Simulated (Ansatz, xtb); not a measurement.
# Isomers of C5H5ClO in order of energy

10 gas-phase structures of C5H5ClO, from a drawn sample of its isomers (lower ones may exist). Each was relaxed with GFN2-xTB:

A. `OC1=CC=C[C@@H]1Cl`, a singlet
B. `OC1=C(Cl)CC=C1`, a singlet
C. `OC1=CC(Cl)=CC1`, a singlet
D. `OC1=C(Cl)C=CC1`, a singlet
E. `OC1=CC=C(Cl)C1`, a singlet
F. `O[C@@H]1C=CC(Cl)=C1`, a singlet
G. `OC1=C[C@@H](Cl)C=C1`, a singlet
H. `OC1=CCC(Cl)=C1`, a singlet
I. `O[C@@H]1C=CC=C1Cl`, a singlet
J. `OC1=CCC=C1Cl`, a singlet

Problem. Which do you expect lowest at r2SCAN-D4/def2-SVP//GFN2-xTB, and how would the others follow?

Solution. Calculated order at r2SCAN-D4/def2-SVP//GFN2-xTB: B (0.000), J (0.001), D (0.015), C (0.103), H (0.106), E (0.138), G (0.230), A (0.239), I (0.547), F (0.650) eV. Less than 1 kcal/mol parts B and J; J and D; C and H; H and E; G and A, so the order within those pairs means little.

Energies above the lowest of each column, in eV; the last columns are at r2SCAN-D4/def2-SVP geometries and were run for some of them only (a dash: not run or not comparable):

```
structure  GFN2-xTB  HF/STO-3G  r2SCAN-D4/def2-SVP//GFN2-xTB  r2SCAN-D4/def2-SVP  CCSD(T)/def2-SVP + ΔMP2/def2-TZVPP
        B     0.032      0.023                         0.000               0.001                               0.000
        J     0.017      0.108                         0.001               0.000                               0.018
        D     0.000      0.000                         0.015               0.016                               0.035
        C     0.055      0.135                         0.103               0.100                               0.108
        H     0.048      0.176                         0.106               0.106                               0.098
        E     0.054      0.119                         0.138               0.142                               0.143
        G     0.319      0.180                         0.230                   –                                   –
        A     0.335      0.256                         0.239                   –                                   –
        I     0.554      0.567                         0.547                   –                                   –
        F     0.619      0.618                         0.650                   –                                   –
```

CCSD(T)/def2-SVP + ΔMP2/def2-TZVPP has B and D and J within 1 kcal/mol of each other at the bottom, and every level picks one of them. CCSD(T)/def2-SVP + ΔMP2/def2-TZVPP orders those it was run on as B (0.000), J (0.018), D (0.035), H (0.098), C (0.108), E (0.143) eV. Less than 1 kcal/mol parts B and J; J and D; H and C; C and E, so the order within those pairs means little. Flexible structures stand in one conformer each, not always the lowest. Frequencies (GFN2-xTB) were run for B, C, D, E, H, J alone. ΔMP2 is the change of the MP2 energy from the smaller to the larger basis.

Over these structures GFN2-xTB departs from r2SCAN-D4/def2-SVP//GFN2-xTB by 0.048 eV on average once a common shift is removed. A GFN2-xTB relaxation took about 0.18 s and the r2SCAN-D4/def2-SVP//GFN2-xTB energy about 4.5 s on a shared host (Ansatz 0.2.0, xtb 6.7.1).
